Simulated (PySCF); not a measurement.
# Spin–spin coupling constants

Geometry:
| atom | x (Å) | y (Å) | z (Å) |
| --- | --- | --- | --- |
| B1 | -2.657 | -0.053 | -0.066 |
| N2 | -1.423 | -0.315 | 0.514 |
| C3 | -0.178 | 0.379 | 0.281 |
| C4 | 0.871 | -0.481 | -0.415 |
| C5 | 2.180 | 0.256 | -0.640 |
| H6 | -3.601 | -0.750 | 0.227 |
| H7 | -2.754 | 0.867 | -0.848 |
| H8 | -1.342 | -1.091 | 1.163 |
| H9 | 0.234 | 0.751 | 1.237 |
| H10 | -0.398 | 1.267 | -0.332 |
| H11 | 1.051 | -1.389 | 0.188 |
| H12 | 0.455 | -0.832 | -1.375 |
| H13 | 2.623 | 0.590 | 0.312 |
| H14 | 2.920 | -0.382 | -1.145 |
| H15 | 2.033 | 1.151 | -1.266 |

Method: B3LYP/pcJ-1 (spin–dipole term only in couplings to heteroatoms)//PBE0-D3(BJ)/def2-SVP, PySCF; isolated molecule, single conformer, non-relativistic. Couplings are averaged over pairs made equivalent by symmetry, fast rotation or ring inversion, so a value needn't be that of the named pair in this geometry, while other rotamers aren't included; one pair stands for each set, and the list holds a selection of those of at least 1.5 Hz over up to four bonds.

Isotopes: 11B, 1H, 13C, 15N.

```
    pair  bonds  J (Hz)
  B1, N2      1   -29.6
  B1, H6      1       ?
  N2, C3      1   -11.0
  N2, H8      1   -81.7
  C3, C4      1    37.4
  C3, H9      1   139.3
  C4, C5      1    36.6
 C4, H11      1   131.9
 C5, H13      1   132.0
  C3, H8      2     1.9
 C3, H11      2       ?
  C4, H9      2    -2.3
 C4, H13      2    -3.4
  H6, H7      2       ?
 H9, H10      2   -14.5
H11, H12      2   -14.4
H13, H14      2   -14.2
  N2, C5      3       ?
  C3, H6      3     9.4
 C3, H13      3       ?
  C5, H9      3       ?
  H6, H8      3     9.8
  H8, H9      3       ?
 H9, H11      3     4.9
 H9, H12      3       ?
H11, H13      3     8.3
```

Q: Estimate the withheld couplings, with signs.

A: 
- 1J(B1,H6) = 141.0 Hz (bond length 1.210 Å)
- 2J(C3,H11) = -4.8 Hz (angle at C4 109°)
- 2J(H6,H7) = 9.6 Hz (angle at B1 122°)
- 3J(N2,C5) = -2.7 Hz (dihedral angle 179°)
- 3J(C3,H13) = 7.0 Hz (mean over equivalent pairs that range from 3.0 to 14.8 Hz in this conformer)
- 3J(C5,H9) = 1.9 Hz (dihedral angle 56°)
- 3J(H8,H9) = 9.2 Hz (mean over equivalent pairs that range from 3.7 to 14.8 Hz in this conformer)
- 3J(H9,H12) = 14.2 Hz (dihedral angle 179°)
